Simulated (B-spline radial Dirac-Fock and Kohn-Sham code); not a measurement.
# Atomic SCF run for As

ΔSCF core binding energies without Breit or QED terms, calculated with a radial finite-basis atomic code. Keys: rel is the Hamiltonian (dirac, or spin-free x2c and nr, where L3 and M5 stand for the whole 2p and 3d shells), method is hf or an exchange,correlation pair (spin-unpolarised, also for the hole states), nuc the nuclear model, radius_factor scales its radius, rmax is the box in bohr, h the logarithmic mesh step, order the B-spline order, points the quadrature points per cell, c_factor scales the speed of light, and damp, ndamp, maxit and tol steer the iteration. The run stops when the commutator error falls below 10·tol·max(1, Z/10), or the numerical noise floor, and the energy has settled to about 1e-8 Ha; the virial ratio is −V/T.

Input (task.json):

```json
{"items": [{"Z": 33, "q": 0, "cfg": [[1, 0, 2], [2, 0, 2], [2, 1, 6], [3, 0, 2], [3, 1, 6], [3, 2, 10], [4, 0, 2], [4, 1, 3]], "A": 75, "rrms": 4.0968, "do": "settings", "holes": ["K", "L3", "M5"],
  "settings": [{"rel": "dirac", "method": "hf", "nuc": "fermi", "radius_factor": 1.0, "rmax": 45.0, "h": 0.3, "order": 8, "points": 10, "c_factor": 1.0, "maxit": 72, "damp": 0.5, "ndamp": 3, "tol": 1e-14}]}]}
```

Command: `python xray2_run.py task.json out`

Ground-state iterations:

```
iter   energy (Ha)        error
   1    -2258.92004976  1.21e+00
   2    -2259.33835119  9.02e-02
   3    -2259.43962144  2.55e-02
   4    -2259.44157206  1.07e-02
   5    -2259.44185422  1.08e-03
   6    -2259.44187240  5.55e-04
   7    -2259.44187675  1.43e-04
   8    -2259.44187714  1.81e-05
   9    -2259.44187714  8.38e-07
  10    -2259.44187714  2.41e-07
  11    -2259.44187714  1.31e-08
```

The ground state converged in 11 iterations, with total energy -2259.44188 Ha, virial ratio 1.97750 and highest orbital energy -8.86 eV. ΔSCF binding energies: K (1s) 11899.5 eV, L3 (2p3/2) 1333.8 eV, M5 (3d5/2) 48.54 eV.

One setting is outside the advised range (tolerance below the noise), but here it does no visible harm: the result matches the run with default settings.
